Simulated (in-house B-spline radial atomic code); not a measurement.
Se2+ is squeezed into an impenetrable sphere of radius R (the orbitals vanish at R). Method: non-relativistic PBE, spin-polarised, spherical fractional occupations, point nucleus. Calculated with a radial B-spline atomic code at the basis-set limit.

Energies in eV above the free ion in [Ar] 3d10 4s2 4p2:

```tsv
R (bohr)	highest level (eV)	[Ar] 3d10 4s2 4p2	[Ar] 3d10 4s1 4p3	[Ne] 3s2 3p5 3d10 4s2 4p2 4d1	-dE/dV in [Ar] 3d10 4s2 4p2 (GPa)
9.47	-26.3	0	8.251	169	1.37e-05
6.1	-26.3	0.01945	8.271	169.2	0.104
4.74	-25.9	0.4121	8.707	170.3	3.44
4.35	-25.5	0.958	9.313	171.4	9.35
3.35	-21.5	7.933	16.93	182	127
3.1	-19	13.38	22.79	189.5	251
2.61	-9.36	37.71	48.59	221.6	1020
2.08	18.6	122.9	137.1	328.5	5730
1.68	76.6	332.9	351.5	580.7	27100
1.58	103	437.4	457.1	703.2	42100
```

**Question.** Does [Ar] 3d10 4s1 4p3 fall below [Ar] 3d10 4s2 4p2 under compression?

**Answer.** No, it stays above over the whole range.

**Question.** Does [Ne] 3s2 3p5 3d10 4s2 4p2 4d1 fall below [Ar] 3d10 4s2 4p2 under compression?

**Answer.** No, it stays above over the whole range.

The highest level is first positive in the row R = 2.08 bohr, pushed up by confinement above the zero of the free ion's potential. Each configuration is held fixed and needn't be the lowest in the sphere.
